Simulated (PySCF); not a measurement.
HISe. Atoms are numbered in the order given.

```xyz
3

Se     0.0441     1.5300     0.0000
H     -1.4232     1.6643     0.0000
I     -0.0014    -1.0129     0.0000
```
Charge 0, spin multiplicity 1.

Coordinates come from a B3LYP-D3(BJ)/def2-TZVP optimisation. The def2 effective core potentials stand for the cores of I; spin–orbit coupling is left out.

Level of theory: PBE/def2-TZVPD run with PySCF.

Mulliken values depend strongly on the basis, most of all with diffuse functions as here. ESP charges are fitted to the potential on shells at 1.4 to 2.0 van der Waals radii. Atomic charges (e):

```tsv
atom	ESP fit	Mulliken
Se1	…	-0.17
H2	…	0.18
I3	…	-0.01
```

Task: Complete the blanks. (The exact figures need the calculation; the answer reports its results.)

Result: 
- Se1, ESP fit: -0.08
- H2, ESP fit: 0.12
- I3, ESP fit: -0.04
